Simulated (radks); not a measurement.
Isoelectronic series with 19 electrons, all held in the configuration [Ar] 4s1, which need not be the ground one along the series. Method: Dirac Kohn-Sham, LDA (Slater exchange, Perdew-Wang correlation), spin-unpolarised, spherical densities, finite nucleus; Fermi nuclear charge, rms radius of each element as measured or else 0.836 A^(1/3) + 0.57 fm; computed with a radial shooting solver on a logarithmic mesh with Libxc functionals. Total energies (hartree) and orbital eigenvalues (Ry):

ion,E (hartree),4s1/2,3p3/2
K,-600.56100,-0.17843,-1.37785
Sc2+,-761.46355,-1.34183,-4.00951
V4+,-942.79837,-3.12183,-7.65551
Mn6+,-1144.61037,-5.45529,-12.24563
Co8+,-1366.99233,-8.32391,-17.75798
Cu10+,-1610.06295,-11.72044,-24.18266
Ga12+,-1873.96073,-15.64219,-31.51478
As14+,-2158.84187,-20.08885,-39.75204
Br16+,-2464.87932,-25.06157,-48.89366
Rb18+,-2792.26246,-30.56251,-58.93982
Nb22+,-3511.90588,-43.16141,-81.74988
Tc24+,-3904.63010,-50.26708,-94.51701
Rh26+,-4319.62994,-57.91629,-108.1950
Ag28+,-4757.18645,-66.11423,-122.7864
In30+,-5217.59830,-74.86657,-138.2938
Sb32+,-5701.18928,-84.17953,-154.7205
